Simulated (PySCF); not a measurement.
# 4-bromoanisole, C7H7BrO

Molfile (atoms numbered from 1):
```
C7H7BrO
     RDKit          3D

 16 16  0  0  0  0  0  0  0  0999 V2000
    3.2959    0.6914   -0.0715 C   0  0  0  0  0  0  0  0  0  0  0  0
    2.3545   -0.1582   -0.6642 O   0  0  0  0  0  0  0  0  0  0  0  0
    1.0567   -0.0243   -0.3291 C   0  0  0  0  0  0  0  0  0  0  0  0
    0.1609   -0.9009   -0.9577 C   0  0  0  0  0  0  0  0  0  0  0  0
   -1.1962   -0.8422   -0.6793 C   0  0  0  0  0  0  0  0  0  0  0  0
   -1.6752    0.0988    0.2356 C   0  0  0  0  0  0  0  0  0  0  0  0
   -3.5229    0.1806    0.6158 Br  0  0  0  0  0  0  0  0  0  0  0  0
   -0.7976    0.9733    0.8656 C   0  0  0  0  0  0  0  0  0  0  0  0
    0.5685    0.9148    0.5859 C   0  0  0  0  0  0  0  0  0  0  0  0
    3.3246    0.5714    1.0261 H   0  0  0  0  0  0  0  0  0  0  0  0
    3.0985    1.7522   -0.3075 H   0  0  0  0  0  0  0  0  0  0  0  0
    4.2742    0.4135   -0.4834 H   0  0  0  0  0  0  0  0  0  0  0  0
    0.5589   -1.6272   -1.6687 H   0  0  0  0  0  0  0  0  0  0  0  0
   -1.8885   -1.5271   -1.1719 H   0  0  0  0  0  0  0  0  0  0  0  0
   -1.1754    1.7069    1.5799 H   0  0  0  0  0  0  0  0  0  0  0  0
    1.2392    1.6099    1.0912 H   0  0  0  0  0  0  0  0  0  0  0  0
  1  2  1  0
  2  3  1  0
  3  4  1  0
  4  5  2  0
  5  6  1  0
  6  7  1  0
  6  8  2  0
  8  9  1  0
  9  3  2  0
  1 10  1  0
  1 11  1  0
  1 12  1  0
  4 13  1  0
  5 14  1  0
  8 15  1  0
  9 16  1  0
M  END
```

Theory: quadratic response CAM-B3LYP/aug-cc-pVDZ first hyperpolarisability, Taylor convention, gas phase in PySCF 2.14.0. Geometry: PBE0-D3(BJ)/def2-SVP.

The calculation is non-relativistic, which matters for the atoms heavier than Zn.

Give the tensor of the static β(0;0,0) in the axes of these coordinates.

In au, Taylor convention; rows are the first index (the induced dipole):
```
       xx     yy     zz     xy     xz     yz
x  +197.1    0.0   +7.9  -25.4  -49.2  -16.3
y   -25.4  -39.5   +8.3    0.0  -16.3   +9.4
z   -49.2   +9.4  -44.4  -16.3   +7.9   +8.3
```
Norm of βᵢ = ⅓ Σⱼ (βᵢⱼⱼ + βⱼᵢⱼ + βⱼⱼᵢ): 228.8 au, hyper-Rayleigh value 95.5 au.
